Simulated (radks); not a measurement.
Initial-state core-level shifts of the iodine ion I+ when its valence configuration changes from [Kr] 4d10 5s2 5p4. All-electron calculation, Dirac Kohn-Sham, PBE, spin-unpolarised, spherical densities, point nucleus; open shells fill j = l - 1/2 first. Program: a radial shooting solver on a logarithmic mesh with Libxc functionals. Shifts are changes of the shell-averaged eigenvalues in eV (positive: less bound).

| valence | 2p | 3s | 3p | 4s |
|---|---|---|---|---|
| 4d10 5p6 | -2.958 | -3.007 | -3.004 | -2.949 |
| 4d8 5s2 5p6 | -20.527 | -19.448 | -19.453 | -15.939 |
| 4d9.5 5s2 5p4.5 | -5.030 | -4.793 | -4.794 | -3.998 |
| 4d10 5s1 5p5 | -1.502 | -1.525 | -1.524 | -1.496 |
| 4d9 5s2 5p5 | -10.127 | -9.632 | -9.634 | -7.987 |
| 4d9 5s1 5p6 | -11.563 | -11.091 | -11.092 | -9.407 |
| 4d8.5 5s1.5 5p6 | -16.001 | -15.236 | -15.239 | -12.665 |
| 4d8.5 5s2 5p5.5 | -15.293 | -14.516 | -14.520 | -11.967 |
| 4d10 5s1.5 5p4.5 | -0.757 | -0.768 | -0.768 | -0.754 |
